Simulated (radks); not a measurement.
Question: Tb XV, 51 electrons, occupied as [Kr] 4d10 4f5. Calculated with a radial shooting solver on a logarithmic mesh with Libxc functionals: scalar-relativistic Kohn-Sham, LDA (Slater exchange, VWN5 correlation), spin-polarised, spherical densities, finite nucleus; open shells are filled with parallel spins first (spin-orbit coupling, left out, can overturn this in heavy ions); Fermi nuclear charge, rms radius 5.06 fm. Some entries of the table are withheld. Estimate them.

| orbital | occ. | eigenvalue (Ry) | r(max) (bohr) |
|---|---|---|---|
| 1s down | 1 | -3828.698 | 0.01366 |
| 1s up | 1 | -3828.697 | 0.01366 |
| 2s up | 1 | -652.3180 | 0.07756 |
| 2s down | 1 | -652.3100 | 0.07756 |
| 2p up | 3 | -582.3205 | 0.06280 |
| 2p down | 3 | -582.3152 | 0.06280 |
| 3s up | 1 | -161.0786 | 0.2200 |
| 3s down | 1 | -160.8679 | 0.2199 |
| 3p up | 3 | -139.4784 | 0.2159 |
| 3p down | 3 | -139.2697 | 0.2158 |
| 3d up | 5 | -111.2320 | 0.1764 |
| 3d down | 5 | -111.0692 | 0.1762 |
| 4s up | 1 | -48.23506 | 0.5022 |
| 4s down | 1 | -47.81464 | 0.5022 |
| 4p up | 3 | (1) | 0.5230 |
| 4p down | 3 | (2) | 0.5230 |
| 4d up | 5 | -31.03456 | 0.5384 |
| 4d down | 5 | -30.63006 | 0.5385 |
| 4f up | 5 | -19.92721 | 0.5133 |
| 4f down | 0 | -19.52032 | 0.5145 |

Answer: 
(1) 4p up eigenvalue (Ry): -41.00171
(2) 4p down eigenvalue (Ry): -40.58921
